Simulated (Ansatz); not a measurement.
One change: `CCC(C)(C)C` becomes `[CH3][In]([CH3])[C](C)(C)C`.

Ansatz, PBE0-D4/def2-TZVP geometries, multiplicity 1. 

Elements past krypton have def2 core potentials.

```tsv
property	`CCC(C)(C)C`
HOMO energy (PBE0/def2-TZVPP) / eV	-8.65
HOMO energy (PBE/def2-TZVPP) / eV	-7.33
size of the dipole moment (B3LYP/def2-TZVPP) / D	0.06
LUMO energy (PBE0/def2-TZVPP) / eV	1.04
HOMO–LUMO gap (ωB97M-V/def2-TZVPP) / eV	13.40
LUMO energy (PBE/def2-TZVPP) / eV	0.25
```

Q: Give the same properties after the change, and the shifts. (An estimate is asked.)

A: The calculation gave: 
```json
{"property": "HOMO energy (PBE0/def2-TZVPP) / eV", "`[CH3][In]([CH3])[C](C)(C)C`": "-6.15", "shift": "2.50"}
{"property": "HOMO energy (PBE/def2-TZVPP) / eV", "`[CH3][In]([CH3])[C](C)(C)C`": "-5.10", "shift": "2.23"}
{"property": "size of the dipole moment (B3LYP/def2-TZVPP) / D", "`[CH3][In]([CH3])[C](C)(C)C`": "0.13", "shift": "0.07"}
{"property": "LUMO energy (PBE0/def2-TZVPP) / eV", "`[CH3][In]([CH3])[C](C)(C)C`": "-0.91", "shift": "-1.95"}
{"property": "HOMO–LUMO gap (ωB97M-V/def2-TZVPP) / eV", "`[CH3][In]([CH3])[C](C)(C)C`": "8.69", "shift": "-4.71"}
{"property": "LUMO energy (PBE/def2-TZVPP) / eV", "`[CH3][In]([CH3])[C](C)(C)C`": "-1.65", "shift": "-1.90"}
```

With PBE0 the HOMO rises by 2.50 eV and the LUMO falls by 1.95 eV, so the gap narrows by about 4.45 eV. PBE moves the HOMO by 2.23 eV and ωB97M-V by 2.69 eV. Dipoles are sizes alone; their direction can turn.

B3LYP here is the variant with VWN-RPA as its local correlation; programs differ in this.
